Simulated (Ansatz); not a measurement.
Geometry optimisation, Ansatz 0.2.0, RKS PBE0/def2-SVP.

Input:

```yaml
crystal:
  periodic: [false, false, false]
  atoms:
    - { symbol: Al, position_ang: [-0.511861, 0.505037, -0.083545] }
    - { symbol: Cl, position_ang: [2.158269, -1.77331, 0.22877] }
    - { symbol: O, position_ang: [-0.656958, 0.871268, -1.719136] }
    - { symbol: O, position_ang: [-0.062414, 1.703132, 1.006028] }
    - { symbol: H, position_ang: [0.933927, -2.13123, 0.529679] }
    - { symbol: F, position_ang: [-0.961865, -1.063077, 0.501093] }
    - { symbol: H, position_ang: [-0.981681, 0.293162, -2.409338] }
    - { symbol: H, position_ang: [0.082583, 1.595018, 1.946449] }
basis:
  gaussian: { orbitals: def2-SVP }
hamiltonian:
  xc: pbe0
relax:
  f_tol: 0.03
  max_steps: 50
output:
  orbitals: {}
```

Launched with:

```bash
$ ansatz run input.yaml --threads 2 --pin off --max-ram 3072MiB --backend cpu --events-out ev --progress --plain --runs-dir out
```

Q: Where does it end, and by what steps?

A: The forces met the threshold. After 7 steps the energy has fallen by 0.204 eV; Cl2 moved furthest, 0.65 Å. Joined: Al1–Cl2.

```json
{"step": "0", "energy less start (eV)": "0.0000", "largest force component (eV/Å)": "1.358", "accepted": "yes"}
{"step": "1", "energy less start (eV)": "-0.0876", "largest force component (eV/Å)": "0.757", "accepted": "yes"}
{"step": "2", "energy less start (eV)": "-0.1560", "largest force component (eV/Å)": "0.171", "accepted": "yes"}
{"step": "3", "energy less start (eV)": "-0.1960", "largest force component (eV/Å)": "0.118", "accepted": "yes"}
{"step": "4", "energy less start (eV)": "-0.1810", "largest force component (eV/Å)": "0.276", "accepted": "no"}
{"step": "5", "energy less start (eV)": "-0.2001", "largest force component (eV/Å)": "0.110", "accepted": "yes"}
{"step": "6", "energy less start (eV)": "-0.2033", "largest force component (eV/Å)": "0.042", "accepted": "yes"}
{"step": "7", "energy less start (eV)": "-0.2036", "largest force component (eV/Å)": "0.027", "accepted": "yes"}
```

```xyz
8
Properties=species:S:1:pos:R:3
Al -0.310 0.324 -0.041
Cl 1.790 -1.268 0.041
O -0.500 0.705 -1.676
O 0.060 1.573 1.035
H 0.699 -1.866 0.450
F -0.988 -1.115 0.556
H -0.866 0.139 -2.353
H 0.114 1.506 1.987
```

Whether the end is a true minimum wasn't checked by a vibrational analysis.

Time of the run: 21 s on 2 threads of Arm Neoverse V1, with other jobs on the host, peak memory 0.19 GiB.
